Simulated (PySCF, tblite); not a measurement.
A database entry of computed molecular properties. Lists by class give the value and the number of equivalent atoms.

```json
{
 "formula": "C5H13NOSi",
 "smiles": "C[C@H](CN)C(=O)C[SiH3]",
 "charge": 0,
 "multiplicity": 1,
 "geometry_level": "GFN2-xTB",
 "atoms_angstrom": [
  ["C", -1.256, -1.806, 0.108],
  ["C", -1.074, -0.345, 0.497],
  ["C", -1.681, 0.6, -0.587],
  ["N", -1.779, 1.988, -0.216],
  ["C", 0.358, 0.096, 0.675],
  ["O", 0.62, 1.069, 1.355],
  ["C", 1.45, -0.594, -0.07],
  ["Si", 2.995, 0.516, 0.113],
  ["H", -0.824, -2.01, -0.869],
  ["H", -0.789, -2.461, 0.839],
  ["H", -2.316, -2.046, 0.064],
  ["H", -1.605, -0.146, 1.436],
  ["H", -2.687, 0.241, -0.825],
  ["H", -1.075, 0.533, -1.495],
  ["H", -2.394, 2.1, 0.583],
  ["H", -0.87, 2.352, 0.052],
  ["H", 1.61, -1.579, 0.37],
  ["H", 1.156, -0.766, -1.105],
  ["H", 2.693, 1.839, -0.424],
  ["H", 3.416, 0.549, 1.508],
  ["H", 4.043, -0.113, -0.701]
 ],
 "electronic_structure_code": "PySCF",
 "results": {
  "GFN2-xTB geometry": {
   "point_group": "C1",
   "rotational_constants_GHz": [2.53, 1.026, 0.842]
  },
  "PBE0/pcSseg-1 ground state and GIAO shieldings, non-relativistic": {
   "dipole_D": 2.96,
   "homo_eV": -6.74,
   "lumo_eV": -0.68,
   "shift_vs_computed_TMS_C_by_class_ppm": [
    [224.3, 1],
    [58.7, 1],
    [52.5, 1],
    [24.6, 1],
    [16.9, 1]
   ],
   "shift_vs_computed_TMS_H_by_class_ppm": [
    [3.86, 3],
    [2.88, 1],
    [2.33, 1],
    [2.26, 1],
    [2.01, 1],
    [1.97, 1],
    [1.19, 3],
    [0.82, 2]
   ],
   "shielding_other_nuclei_by_class_ppm": [
    ["N", 229.0, 1],
    ["O", -341.8, 1],
    ["Si", 430.6, 1]
   ],
   "charges_hirshfeld_e_by_atom": [-0.12, -0.04, -0.02, -0.24, 0.17, -0.21, -0.17, 0.3, 0.04, 0.04, 0.05, 0.04, 0.05, 0.04, 0.11, 0.1, 0.06, 0.05, -0.08, -0.07, -0.09]
  },
  "GFN2-xTB harmonic vibrations, gas phase": {
   "strongest_ir_bands_cm-1_km_per_mol_modes": [
    [798.1, 373.1, 1],
    [804.2, 216.7, 1],
    [968.7, 327.7, 1],
    [1702.7, 238.3, 1],
    [2224.5, 366.4, 1],
    [2317.3, 324.7, 1]
   ],
   "zpe_kcal_per_mol": 106.6
  }
 }
}
```

With B = h/(8π²I), that is 505.379 GHz u Å² over I, the principal moments of inertia are 199.8, 492.8 and 599.9 u Å² (most abundant isotopes). A dipole of 2.96 D is allowed in C1, and pure rotational transitions are dipole-allowed.

 NMR classes are plain means over equivalent atoms (diastereotopic ones count apart unless rotation or inversion swaps them), as if these changed places fast; in this geometry the members of some classes differ.

Conformer computed: `[CH3:1][C@H:2]([CH2:3][NH2:4])[C:5](=[O:6])[CH2:7][SiH3:8]`: C1–C2–C3–N4 169°, C1–C2–C5–O6 -158°, C2–C5–C7–Si8 167°, H–N4–C3–C2 -62°, H–N4–C3–C2 56°.

One conformer stands for the species.
